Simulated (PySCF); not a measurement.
C2H4F2Sn, SMILES C=[CH][SnH]([F])[F].

Geometry optimised at PBE0-D3(BJ)/def2-SVP. The structure was generated by enumeration; whether it is a known compound was not checked. The def2 effective core potentials stand for the cores of Sn; spin–orbit coupling is left out. The values are those of a single conformer.

Two levels are set side by side: PBE/def2-TZVP (PySCF) and M06-2X/def2-TZVP (PySCF). Same geometry, gas phase. Differences are taken from unrounded values.

| quantity | PBE |
|---|---|
| orbital gap (eV) | 5.38 |
| highest occupied level (eV) | -7.75 |
| lowest empty level (eV) | -2.38 |
| dipole moment (D) | 4.25 |
| mean polarisability (bohr³) | 60.2 |

**Question.** These are the PBE values. What does M06-2X give? (The exact figures need the calculation; the answer reports its results.)

**Answer.** 
| quantity | M06-2X | PBE minus M06-2X |
|---|---|---|
| orbital gap (eV) | 9.66 | -4.28 |
| highest occupied level (eV) | -10.25 | 2.50 |
| lowest empty level (eV) | -0.59 | -1.78 |
| dipole moment (D) | 4.56 | -0.32 |
| mean polarisability (bohr³) | 56.3 | 4.0 |

PBE's occupied levels lie high since its potential decays too fast outside the molecule; exact exchange lowers them and widens the gap. PBE's more diffuse valence density responds more strongly to a field. Differences between two approximate levels are no errors against the true value.

Rough cost on one machine, each run with all the roots and properties that it gave: M06-2X against PBE about 4 times.
